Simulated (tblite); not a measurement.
C4H12N2OSi2.
Numbering: `[CH3:1][CH2:2][O:3][Si@@H:4]([CH2:5][C:6]#[N:7])[SiH2:8][NH2:9]` (hydrogens: H10, H11, H12 on C1; H13, H14 on C2; H15 on Si4; H16, H17 on C5; H18, H19 on Si8; H20, H21 on N9)

Structure used (GFN2-xTB), in Å, numbered top down from 1:
```xyz
21
C4H12N2OSi2 angstrom
C      2.9441    0.6888   -0.6651
C      2.2542    0.6954    0.6897
O      1.3155   -0.3321    0.8122
Si    -0.0687   -0.5248   -0.0227
C     -0.7383   -2.0808    0.8937
C     -2.0829   -2.2946    0.4969
N     -3.1701   -2.3997    0.1475
Si    -1.4611    1.3011    0.1548
N     -2.9071    0.8620   -0.6583
H      2.2248    0.9101   -1.4492
H      3.7333    1.4350   -0.6840
H      3.3761   -0.2906   -0.8537
H      2.9885    0.5425    1.4878
H      1.7585    1.6612    0.8483
H      0.2314   -0.9898   -1.3921
H     -0.7041   -1.9308    1.9731
H     -0.1447   -2.9627    0.6547
H     -1.6339    1.7508    1.5577
H     -0.9790    2.5010   -0.5507
H     -3.6496    1.5351   -0.7534
H     -3.2957   -0.0602   -0.5330
```

All values are computed: GFN2-xTB (tblite) harmonic vibrations without scaling, gas phase. Against measured fundamentals such values can be off by several per cent, at times by over 20. Modes of hydrogen on silicon can be 10 to 20 % off. One conformer, not necessarily the lowest.

Harmonic wavenumbers (cm⁻¹): 27.5, 40.1, 53.0, 80.9, 90.6, 106.1, 153.3, 169.3, 199.7, 223.3, 270.2, 276.9, 375.2, 417.7, 440.6, 459.5, 482.6, 537.0, 576.2, 632.0, 684.9, 707.6, 711.1, 751.5, 761.4, 829.9, 834.3, 852.9, 918.5, 976.4, 1025.9, 1059.1, 1091.9, 1144.8, 1154.3, 1165.0, 1265.7, 1340.3, 1398.8, 1412.6, 1479.6, 1481.4, 1495.4, 1525.8, 2070.0, 2124.5, 2168.1, 2391.5, 2897.5, 2937.7, 2978.8, 2988.4, 3044.6, 3047.5, 3049.4, 3457.9, 3501.1.

A = 1621, B = 734.8, C = 552.4 MHz; mass 160.049 u (most abundant isotopes); point group C1, symmetry number 1.

**Question.** Zero-point energy?

**Answer.** Half the sum of the wavenumbers: 34169 cm⁻¹ = 97.69 kcal/mol.

**Question.** Entropy at 273.15 K, 1 bar (ideal gas, RRHO, classical rotation)?

**Answer.** Translation 40.71, rotation 30.31, vibration 43.96: S = 115.0 cal/(mol K).

**Question.** And Cp and H(273.15 K) − H(0)?

**Answer.** Cp = 47.04 cal/(mol K), of which vibrations give 39.09 (their classical limit is 57 R = 113.3); H(273.15 K) − H(0) = 8.05 kcal/mol without the zero-point energy, 5.88 from vibrations.

**Question.** How do the functions run with temperature in this model?

**Answer.** 
```csv
T (K),S (cal/(mol K)),Cp (cal/(mol K)),H − H(0) (kcal/mol),G − H(0) (kcal/mol),ln q(vib)
100,80.1,25.6,1.73,-6.28,3.87
200,101.7,38.3,4.93,-15.42,8.30
300,119.5,50.1,9.36,-26.50,12.34
500,149.8,68.7,21.35,-53.53,19.72
800,186.2,86.0,44.79,-104.14,29.47
1000,206.2,93.7,62.80,-143.43,35.25
```

q(vib) and H(0) count from the zero-point level.

**Question.** What must be added to the electronic energy to get the Gibbs energy at 273.15 K and 1 bar?

**Answer.** ZPE + [H(273.15 K) − H(0)] − T·S = 97.69 + 8.05 − 31.41 = 74.33 kcal/mol.

Hindered rotation and anharmonicity are outside this model. Other conformers, if any are populated, would add a mixing term that is left out. The structure is chiral; the term R ln 2 for an equal mix with its mirror image is left out.
